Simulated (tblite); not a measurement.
Species: C6H15OPS.
Atom-mapped SMILES: `[CH3:1][C:2]([CH3:3])([CH3:4])[CH2:5][P@H:6](=[S:7])[CH2:8][OH:9]` (hydrogens: H10, H11, H12 on C1; H13, H14, H15 on C3; H16, H17, H18 on C4; H19, H20 on C5; H21 on P6; H22, H23 on C8; H24 on O9)

Cartesian coordinates in Å at the GFN2-xTB level; atoms count from 1:
```xyz
24
C6H15OPS angstrom
C     -2.1541   -0.8126   -1.3768
C     -1.2186   -0.0698   -0.4180
C     -1.5517   -0.4676    1.0197
C     -1.3882    1.4368   -0.5999
C      0.2274   -0.4731   -0.7453
P      1.5400    0.5925   -0.0086
S      2.2244    2.0422   -1.0935
C      2.8987   -0.5894    0.4702
O      3.9563    0.1332    1.0189
H     -1.9724   -0.5085   -2.4050
H     -2.0073   -1.8882   -1.3047
H     -3.1908   -0.5925   -1.1344
H     -2.5653   -0.1630    1.2689
H     -1.4775   -1.5458    1.1466
H     -0.8736    0.0099    1.7241
H     -1.1247    1.7323   -1.6134
H     -2.4175    1.7320   -0.4091
H     -0.7434    1.9840    0.0893
H      0.4123   -1.5081   -0.4425
H      0.4003   -0.4015   -1.8257
H      1.0838    0.9598    1.2588
H      2.5496   -1.2903    1.2334
H      3.2055   -1.1547   -0.4274
H      4.1753    0.8622    0.4155
```

Method: GFN2-xTB as coded in tblite; computed harmonic values from a numerical Hessian at the method's own geometry, unscaled. Errors from tens to a few hundred cm⁻¹ against measured bands are possible. Modes of hydrogen on phosphorus can be 10 to 20 % off. One conformer, not necessarily the lowest.

Harmonic wavenumbers (cm⁻¹): 32.1, 65.8, 73.4, 125.6, 160.3, 172.7, 201.4, 232.1, 240.0, 252.3, 273.9, 327.9, 351.5, 401.5, 410.7, 418.0, 453.2, 646.9, 705.1, 732.8, 762.5, 777.0, 814.4, 870.9, 915.1, 952.0, 964.0, 967.2, 968.3, 1022.9, 1036.9, 1078.8, 1091.7, 1105.1, 1183.6, 1235.2, 1255.2, 1273.7, 1282.7, 1311.2, 1408.5, 1409.0, 1417.2, 1421.6, 1433.4, 1482.5, 1485.8, 1489.0, 1501.5, 1505.4, 1506.7, 2231.9, 2811.4, 2918.5, 2935.3, 2950.7, 2993.0, 3023.4, 3028.5, 3031.5, 3033.3, 3036.7, 3037.9, 3043.3, 3046.3, 3399.7.

A = 1874, B = 666.6, C = 562.6 MHz; mass 166.058 u (most abundant isotopes); point group C1, symmetry number 1.

Q: What is the zero-point energy?

A: ½Σν̃ = 43864 cm⁻¹ = 524.73 kJ/mol.

Q: Entropy at 200 K, 1 bar (ideal gas, RRHO, classical rotation)?

A: Translation 164.32, rotation 122.65, vibration 111.37: S = 398.3 J/(mol K).

Q: And Cp and H(200 K) − H(0)?

A: Cp = 151.39 J/(mol K), of which vibrations give 118.13 (their classical limit is 66 R = 548.8); H(200 K) − H(0) = 18.77 kJ/mol without the zero-point energy, 12.11 from vibrations.

Q: Blend soft modes into free rotors: weight 1/[1 + (100 cm⁻¹/ν̃)⁴] for the oscillator and the rest for a rotor with moment μB/(μ + B), μ = h/(8π²ν), B = 10⁻⁴⁴ kg m². What vibrational entropy results?

A: 102.60 J/(mol K) in place of 111.37, which changes −T·S at 200 K by +1.75 kJ/mol.

Q: What must be added to the electronic energy to get the Gibbs energy at 200 K and 1 bar?

A: ZPE + [H(200 K) − H(0)] − T·S = 524.73 + 18.77 − 79.67 = 463.83 kJ/mol.

Q: How do the functions run with temperature in this model?

A: 
```csv
T (K),S (J/(mol K)),Cp (J/(mol K)),H − H(0) (kJ/mol),G − H(0) (kJ/mol),ln q(vib)
50,260.0,61.7,2.27,-10.73,0.85
100,313.7,96.7,6.24,-25.13,2.48
298.15,468.1,201.4,36.07,-103.48,9.63
373.15,517.4,239.3,52.61,-140.45,12.26
500,595.5,295.7,86.66,-211.11,16.60
750,731.9,376.7,171.43,-377.50,24.74
1000,848.2,430.8,272.79,-575.38,32.25
```

q(vib) and H(0) count from the zero-point level.

Hindered rotation and anharmonicity are outside this model. Other conformers, if any are populated, would add a mixing term that is left out. The structure is chiral; the term R ln 2 for an equal mix with its mirror image is left out.
